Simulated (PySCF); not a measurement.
# Unknowns

- GFN2-xTB structure
- shielding tensors at PBE0/pcSseg-1 (GIAO)
- run in PySCF
- non-relativistic Hamiltonian, one computed conformer, gas phase, equivalent nuclei averaged

δ = σ(ref) − σ, references computed at the same level: 1H (31.72 ppm), 13C (186.93 ppm) against TMS. Splittings of carbon signals by F and P are missing where no couplings were computed. Where no couplings were computed, multiplicities follow the n + 1 count of equivalent neighbours, and m marks all less simple cases (inequivalent or close neighbours, rings, F or P nearby). Acid and N–H amide carbonyl carbons lie up to 10 ppm further downfield in solution (hydrogen bonding). Shifts are as computed. Against solution values, carbons near 30 ppm lie about +3 ppm off and those near 130 ppm about +5 ppm. Of 1211 compounds with measured shifts, 218 miss one by over three times the rms of a fit or turn the order of signals round; such compounds aren't used in these exercises. OH and NH positions are gas-phase values without hydrogen bonding to other molecules.

Problem. C$_{6}$H$_{8}$O$_{4}$. 1H NMR (300 MHz, computed): δ 4.92 (m, 2H), 1.70 (d, 6H). 13C{1H} NMR (computed): δ 170.5 (C), 76.7 (CH), 20.1 (CH3). Identify the compound.

Solution. (3R,6S)-3,6-dimethyl-1,4-dioxane-2,5-dione (C[C@@H]1OC(=O)[C@@H](C)OC1=O). The formula gives 3 degrees of unsaturation (1 ring in the answer). 3 carbon signals for 6 carbons: some carbons are equivalent by symmetry or fast rotation. Carbon types of the structure: 2 × C, 2 × CH, 2 × CH3, which accounts for all hydrogens. δC 170.5: ester carbonyl carbon; lone-pair donation from the attached heteroatom keeps it upfield of a ketone carbonyl. δC 76.7: sp3 CH bonded to O, α to a carbonyl; deshielded by the electronegative neighbour. δC 20.1: methyl carbon; saturated and bonded to C and H only. δH 4.92: hydrogen on an sp3 CH bonded to O, α to a carbonyl; its carbon carries O, which withdraws density.

The data come from this structure; uniqueness wasn't tested.

Problem. C$_{6}$H$_{8}$O$_{4}$. 1H NMR (500 MHz, computed): δ 6.34 (br s, 1H), 5.04 (m, 1H), 2.56 (m, 1H), 2.42 (m, 1H), 2.35 (m, 1H), 2.04 (m, 1H), 1.96 (m, 1H), 1.82 (m, 1H). 13C{1H} NMR (computed): δ 179.4, 174.5, 74.7, 32.8, 27.3, 21.4. Give a structure.

Solution. SMILES O=C1CCC[C@H](C(=O)O)O1. The formula gives 3 degrees of unsaturation (1 ring in the answer). 6 carbon signals for 6 carbons: no two carbons are equivalent. Carbon types of the structure: 2 × C, 1 × CH, 3 × CH2, leaving 1 H on heteroatoms. δC 179.4: carboxylic acid carbon; it is a carbonyl in resonance with an O or N lone pair, the region of acids, esters and amides. δC 174.5: ester carbonyl carbon; it is a carbonyl in resonance with an O or N lone pair, the region of acids, esters and amides. δC 74.7: sp3 CH bonded to O, α to a carbonyl; deshielded by the electronegative neighbour. δH 6.34: hydrogen on an acid hydroxyl oxygen; exchangeable, gas-phase position.

The shifts were computed for this structure.

Problem. C$_{6}$H$_{3}$FO. 1H NMR (400 MHz, computed): δ 3.37 (m, 2H), 2.78 (s, 1H). 13C{1H} NMR (computed): δ 193.7 (C), 181.5 (C), 116.5 (C), 92.9 (CH), 73.3 (C), 52.0 (CH2). Identify the compound.

Solution. SMILES C#CC1=C(F)CC1=O. Rings plus π bonds: 5 (1 ring in the answer). 6 carbon signals for 6 carbons: no two carbons are equivalent. Carbon types of the structure: 4 × C, 1 × CH, 1 × CH2, which accounts for all hydrogens. δC 181.5: ketone carbonyl carbon; the double bond to the heteroatom, with no lone-pair donor beside it, deshields it most. δC 116.5: α carbon of a C=C–C=O unit; as expected for a trigonal carbon in a double bond. δC 92.9: terminal alkyne carbon; sp carbons lie upfield of alkene carbons because the cylindrical π system leaves one tensor component strongly shielded. δC 73.3: alkyne carbon; sp carbons lie upfield of alkene carbons because the cylindrical π system leaves one tensor component strongly shielded.

The shifts were computed for this structure.
